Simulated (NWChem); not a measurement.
System: SiIF, singlet; SMILES F[Si]I

NWChem input:

```
start job
memory heap 200 mb stack 900 mb global 1100 mb
geometry units angstroms noautoz
  Si    -0.655379     1.559625     0.000000
  F      0.797429     2.295282     0.000000
  I      0.022385    -0.836912     0.000000
end
basis spherical
  * library def2-svpd
end
ecp
  I library def2-ecp
end
dft
  xc pbe0
  iterations 150
end
tddft
  nroots 6
  notriplet
end
task tddft energy
```

NWChem printed, in part:

```
             Northwest Computational Chemistry Package (NWChem) 7.3.0
             --------------------------------------------------------

 CS  symmetry detected

                             Geometry "geometry" -> ""
                             -------------------------

 Output coordinates in angstroms (scale by  1.889725989 to convert to a.u.)

  No.       Tag          Charge          X              Y              Z
 ---- ---------------- ---------- -------------- -------------- --------------
    1 Si                  14.0000    -0.67041838     1.57343804     0.00000000
    2 F                    9.0000     0.77021114     2.33266718     0.00000000
    3 I                   53.0000     0.04630108    -0.81173844     0.00000000

 Effective nuclear repulsion energy (a.u.)     276.8302999759

      Symmetry information
      --------------------

 Group name             Cs
 Group number              2
 Group order               2
 No. of unique centers     3

                                 NWChem DFT Module
                                 -----------------

 Summary of "ao basis" -> "ao basis" (spherical)
 ------------------------------------------------------------------------------
       Tag                 Description            Shells   Functions and Types
 ---------------- ------------------------------  ------  ---------------------
 Si                        def2-svpd                10       24   5s3p2d
 F                         def2-svpd                 9       23   4s3p2d
 I                         def2-svpd                13       35   5s5p3d

      Symmetry analysis of basis
      --------------------------

        a'         57
        a"         25

            General Information
            -------------------
          SCF calculation type: DFT
          Wavefunction type:  closed shell.
          No. of atoms     :     3
          No. of electrons :    48
           Alpha electrons :    24
            Beta electrons :    24
          Charge           :     0
          Spin multiplicity:     1
          Use of symmetry is: off; symmetry adaption is: on
          Maximum number of iterations: 150
          AO basis - number of functions:    82
                     number of shells:    32
          Convergence on energy requested:  1.00D-06
          Convergence on density requested:  1.00D-05
          Convergence on gradient requested:  5.00D-04

              XC Information
              --------------
                         PBE0 Method XC Functional
                     Hartree-Fock (Exact) Exchange  0.250
          PerdewBurkeErnzerhof Exchange Functional  0.750
            Perdew 1991 LDA Correlation Functional  1.000 local
           PerdewBurkeErnz. Correlation Functional  1.000 non-local

             Grid Information
             ----------------
          Grid used for XC integration:  medium
          Radial quadrature: Mura-Knowles
          Angular quadrature: Lebedev.
          Tag              B.-S. Rad. Rad. Pts. Rad. Cut. Ang. Pts.
          ---              ---------- --------- --------- ---------
          Si                  1.10       88          12.0       590
          F                   0.50       49          13.0       434
          I                   1.40      123          12.0       590
          Grid pruning is: on
          Number of quadrature shells:   260
          Spatial weights used:  Erf1

      Superposition of Atomic Density Guess
      -------------------------------------

 Sum of atomic energies:        -735.16275937

      Non-variational initial energy
      ------------------------------

 Total energy =    -684.916851
 1-e energy   =   -1360.511869
 2-e energy   =     523.383517
 HOMO         =      -0.268229
 LUMO         =      -0.043433

      Symmetry analysis of molecular orbitals - initial
      -------------------------------------------------

  Numbering of irreducible representations:

     1 a'          2 a"

  Orbital symmetries:

     1 a'          2 a'          3 a'          4 a'          5 a'
     6 a'          7 a"          8 a'          9 a'         10 a"
    11 a'         12 a'         13 a"         14 a'         15 a"
    16 a'         17 a'         18 a'         19 a'         20 a"
    21 a'         22 a"         23 a'         24 a'         25 a"
    26 a'         27 a'         28 a'         29 a"         30 a'
    31 a'         32 a'         33 a'         34 a"

   convergence    iter        energy       DeltaE   RMS-Dens  Diis-err
 ---------------- ----- ----------------- --------- --------- ---------
 d= 0,ls=0.0,diis     1   -686.6594066714 -8.39D+02  1.98D-02  5.29D-01

 !! scf_movecs_sym_adapt:    2 vectors were symmetry contaminated

  Symmetry fudging
 d= 0,ls=0.0,diis     2   -686.5475707224  1.12D-01  1.01D-02  1.75D+00
 d= 0,ls=0.0,diis     3   -686.7342997150 -1.87D-01  1.64D-03  5.98D-03
 d= 0,ls=0.0,diis     4   -686.7343898052 -9.01D-05  8.72D-04  3.89D-03
 d= 0,ls=0.0,diis     5   -686.7350270937 -6.37D-04  2.05D-04  1.82D-04
  Resetting Diis
 d= 0,ls=0.0,diis     6   -686.7350579681 -3.09D-05  3.36D-05  3.21D-06
 d= 0,ls=0.0,diis     7   -686.7350584343 -4.66D-07  1.06D-05  2.25D-07
 d= 0,ls=0.0,diis     8   -686.7350584530 -1.87D-08  5.16D-06  1.42D-07

         Total DFT energy =     -686.735058453050
      One electron energy =    -1361.373762439632
           Coulomb energy =      575.789924280559
    Exchange-Corr. energy =      -53.362721127362
 Nuclear repulsion energy =      152.211500833385

 Numeric. integr. density =       47.999998752389

                  Occupations of the irreducible representations
                  ----------------------------------------------

                     irrep           alpha         beta
                     --------     --------     --------
                     a'               18.0         18.0
                     a"                6.0          6.0

                       DFT Final Molecular Orbital Analysis
                       ------------------------------------

 Vector   22  Occ=2.000000D+00  E=-3.035904D-01  Symmetry=a"
              MO Center= -2.1D-02, -5.7D-01, -3.2D-10, r^2= 2.4D+00
   Bfn.  Coefficient  Atom+Function         Bfn.  Coefficient  Atom+Function
  ----- ------------  ---------------      ----- ------------  ---------------
    61      0.582263  3 I  pz                64      0.490351  3 I  pz
    58     -0.235335  3 I  pz                55     -0.191304  3 I  pz
    14      0.130197  1 Si pz                11      0.102112  1 Si pz
    31      0.081348  2 F  pz                34     -0.059931  2 F  pz
     8     -0.054321  1 Si pz                16     -0.046126  1 Si d -1

 Vector   23  Occ=2.000000D+00  E=-2.984611D-01  Symmetry=a'
              MO Center= -1.7D-01, -3.1D-01,  2.0D-13, r^2= 3.1D+00
   Bfn.  Coefficient  Atom+Function         Bfn.  Coefficient  Atom+Function
  ----- ------------  ---------------      ----- ------------  ---------------
    59      0.410595  3 I  px                60      0.387133  3 I  py
    62      0.343211  3 I  px                63      0.302484  3 I  py
    12      0.205619  1 Si px                 3     -0.199753  1 Si s
    56     -0.165726  3 I  px                57     -0.154197  3 I  py
    53     -0.134587  3 I  px                 9      0.127920  1 Si px

 Vector   24  Occ=2.000000D+00  E=-2.803725D-01  Symmetry=a'
              MO Center= -4.1D-01,  4.7D-01, -3.2D-13, r^2= 4.2D+00
   Bfn.  Coefficient  Atom+Function         Bfn.  Coefficient  Atom+Function
  ----- ------------  ---------------      ----- ------------  ---------------
    59      0.420143  3 I  px                 3      0.385049  1 Si s
    62      0.367871  3 I  px                 4      0.320518  1 Si s
    60     -0.229381  3 I  py                 2      0.219689  1 Si s
    63     -0.195893  3 I  py                 9     -0.172457  1 Si px
    56     -0.168652  3 I  px                29     -0.161035  2 F  px

[...]

                                NWChem TDDFT Module
                                -------------------

            General Information
            -------------------
           No. of orbitals :     164
            Alpha orbitals :      82
             Beta orbitals :      82
        Alpha frozen cores :       0
         Beta frozen cores :       0
     Alpha frozen virtuals :       0
      Beta frozen virtuals :       0
         Spin multiplicity :       1
    Number of AO functions :      82
        Use of symmetry is : off
      Symmetry adaption is : on
         Schwarz screening :  0.10D-07

              XC Information
              --------------
                  PBE0 Method XC Functional
              Hartree-Fock (Exact) Exchange   0.25
   PerdewBurkeErnzerhof Exchange Functional   0.75
     Perdew 1991 LDA Correlation Functional   1.00 local
    PerdewBurkeErnz. Correlation Functional   1.00 non-local

             TDDFT Information
             -----------------
          Calculation type : TDDFT
         Wavefunction type : Restricted singlets
          No. of electrons :      48
           Alpha electrons :      24
            Beta electrons :      24
              No. of roots :       6
          Max subspacesize :    5200
            Max iterations :     100
               Target root :       1
           Target symmetry : none
      Symmetry restriction : off
                 Algorithm : Optimal
        Davidson threshold :  0.10D-03

    6 smallest eigenvalue differences (eV)
--------------------------------------------------------
  No. Spin  Occ  Vir  Irrep   E(Occ)    E(Vir)   E(Diff)
--------------------------------------------------------
    1    1   24   25 a"       -0.280    -0.109     4.661
    2    1   23   25 a"       -0.298    -0.109     5.153
    3    1   22   25 a'       -0.304    -0.109     5.292
    4    1   24   26 a'       -0.280    -0.028     6.866
    5    1   23   26 a'       -0.298    -0.028     7.358
    6    1   24   27 a'       -0.280    -0.006     7.473
--------------------------------------------------------

  Entering Davidson iterations
  Restricted singlet excited states

  Iter   NTrls   NConv    DeltaV     DeltaE      Time
  ----  ------  ------  ---------  ---------  ---------
    1      6       0     0.21E+00   0.10+100       11.1
    2     18       0     0.59E-01   0.33E-01       13.6
    3     30       0     0.14E-01   0.16E-02       13.7
    4     42       0     0.56E-02   0.14E-03       13.6
    5     54       0     0.20E-02   0.16E-04       14.6
    6     66       3     0.88E-01   0.15E-02       18.3
    7     72       5     0.17E-01   0.63E-02       16.6
    8     74       5     0.33E-02   0.21E-03       14.1
    9     76       5     0.84E-03   0.78E-05       13.2
   10     78       5     0.27E-03   0.21E-06        9.0
   11     80       6     0.96E-04   0.18E-07        8.6
  ----  ------  ------  ---------  ---------  ---------
  Convergence criterion met

  Ground state a'       -686.735058453050 a.u.

  ----------------------------------------------------------------------------
  Root   1 singlet a"             0.128764058 a.u.                3.5038 eV
  ----------------------------------------------------------------------------
     Transition Moments    X -0.00000   Y  0.00000   Z  0.35798
     Dipole Oscillator Strength                    0.0110009129
     Electric Quadrupole                           0.0000000960
     Magnetic Dipole                               0.0000023030
     Total Oscillator Strength                     0.0110033119

     Occ.   21  a'  ---  Virt.   25  a"   0.06750 X
     Occ.   23  a'  ---  Virt.   25  a"  -0.17943 X
     Occ.   24  a'  ---  Virt.   25  a"  -0.98234 X
     Occ.   24  a'  ---  Virt.   25  a"   0.06533 Y
  ----------------------------------------------------------------------------
  Root   2 singlet a"             0.141342640 a.u.                3.8461 eV
  ----------------------------------------------------------------------------
     Transition Moments    X  0.00000   Y  0.00000   Z  0.25950
     Dipole Oscillator Strength                    0.0063452451
     Electric Quadrupole                           0.0000000706
     Magnetic Dipole                               0.0000016203
     Total Oscillator Strength                     0.0063469360

     Occ.   21  a'  ---  Virt.   25  a"   0.05730 X
     Occ.   23  a'  ---  Virt.   25  a"   0.98236 X
     Occ.   24  a'  ---  Virt.   25  a"  -0.17784 X
  ----------------------------------------------------------------------------
  Root   3 singlet a'             0.161004945 a.u.                4.3812 eV
  ----------------------------------------------------------------------------
     Transition Moments    X  0.12158   Y -0.46450   Z  0.00000
     Dipole Oscillator Strength                    0.0247460498
     Electric Quadrupole                           0.0000000006
     Magnetic Dipole                               0.0000000000
     Total Oscillator Strength                     0.0247460504

     Occ.   21  a'  ---  Virt.   26  a'   0.06045 X
     Occ.   22  a"  ---  Virt.   25  a"   0.96008 X
     Occ.   23  a'  ---  Virt.   26  a'   0.06997 X
     Occ.   23  a'  ---  Virt.   27  a'  -0.11522 X
     Occ.   24  a'  ---  Virt.   26  a'  -0.23168 X
  ----------------------------------------------------------------------------
  Root   4 singlet a'             0.217380795 a.u.                5.9152 eV
  ----------------------------------------------------------------------------
     Transition Moments    X -0.29696   Y  0.58800   Z  0.00000
     Dipole Oscillator Strength                    0.0628856171
     Electric Quadrupole                           0.0000001127
     Magnetic Dipole                               0.0000000133
     Total Oscillator Strength                     0.0628857432

     Occ.   22  a"  ---  Virt.   25  a"  -0.08144 X
     Occ.   23  a'  ---  Virt.   26  a'  -0.70873 X
     Occ.   23  a'  ---  Virt.   27  a'   0.20460 X
     Occ.   23  a'  ---  Virt.   32  a'   0.05577 X
     Occ.   24  a'  ---  Virt.   26  a'  -0.66214 X
  ----------------------------------------------------------------------------
  Root   5 singlet a"             0.226904920 a.u.                6.1744 eV
  ----------------------------------------------------------------------------
     Transition Moments    X -0.00000   Y  0.00000   Z -0.12862
     Dipole Oscillator Strength                    0.0025023787
     Electric Quadrupole                           0.0000000569
     Magnetic Dipole                               0.0000002620
     Total Oscillator Strength                     0.0025026977

     Occ.   21  a'  ---  Virt.   25  a"  -0.06159 X
     Occ.   22  a"  ---  Virt.   26  a'  -0.99015 X
     Occ.   22  a"  ---  Virt.   27  a'   0.09153 X
  ----------------------------------------------------------------------------
  Root   6 singlet a'             0.228308341 a.u.                6.2126 eV
  ----------------------------------------------------------------------------
     Transition Moments    X  0.52245   Y -0.49803   Z -0.00000
     Dipole Oscillator Strength                    0.0792974299
     Electric Quadrupole                           0.0000006282
     Magnetic Dipole                               0.0000024174
     Total Oscillator Strength                     0.0793004756

     Occ.   23  a'  ---  Virt.   26  a'  -0.26393 X
     Occ.   23  a'  ---  Virt.   27  a'  -0.12250 X
     Occ.   24  a'  ---  Virt.   26  a'   0.24113 X
     Occ.   24  a'  ---  Virt.   27  a'  -0.91221 X
     Occ.   24  a'  ---  Virt.   28  a'   0.12182 X

              Target root =      1
          Target symmetry = none
      Ground state energy =   -686.735058453050
        Excitation energy =      0.128764058454
     Excited state energy =   -686.606294394596

  stored tddft:energy   -686.60629439459603
```

Level: PBE0/def2-SVPD with def2 effective core potentials on I, full TDDFT. Low-valent species are run as closed-shell singlets; no triplet was tried in these runs. Geometry: optimised at PBE0/def2-SVP. def2 effective core potentials on I; no spin-orbit coupling.
